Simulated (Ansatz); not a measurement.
The cluster Mg₂Te, relaxed as a triplet with UKS B3LYP-D4/def2-TZVP in Ansatz, starting from the B3LYP-D4/def2-TZVP geometry of the neutral singlet. Force threshold 0.02 eV/Å.

In the def2 sets Te takes a core potential; there is no spin–orbit coupling. The structure comes from a short search, and lower isomers may exist.

Start:

```xyz
3

Mg    0.208    1.534    0.302
Mg    1.204   -0.951   -0.366
Te   -1.412   -0.583    0.064
```

```
step  energy (eV)  largest force component (eV/Å)  SCF passes
   1  -18186.4343                           0.774          17
   2  -18186.6596                           0.328          24
   3  -18186.7999                           0.441          24
   4  -18186.9159                           0.293          24
   5  -18186.9253                           0.134          23
   6  -18186.9283                           0.008          23
```

Force components are those of the run's own axes.

End:

```xyz
3

Mg   -0.1337    1.9818    0.4444
Mg    1.2669   -1.5138   -0.4961
Te   -1.1332   -0.4680    0.0518
```

By distances, no bond broke or formed, bridged metal pairs apart. The bond that changes most is Mg2–Te3, from 2.68 to 2.67 Å (atoms count from 1). Metal–metal contacts that move far: Mg1–Mg2 2.76 to 3.88 Å.

No frequencies were taken in this run, so the end may be a saddle point.

Run time 16 s (2 threads of AMD EPYC 7R13 on a shared host).
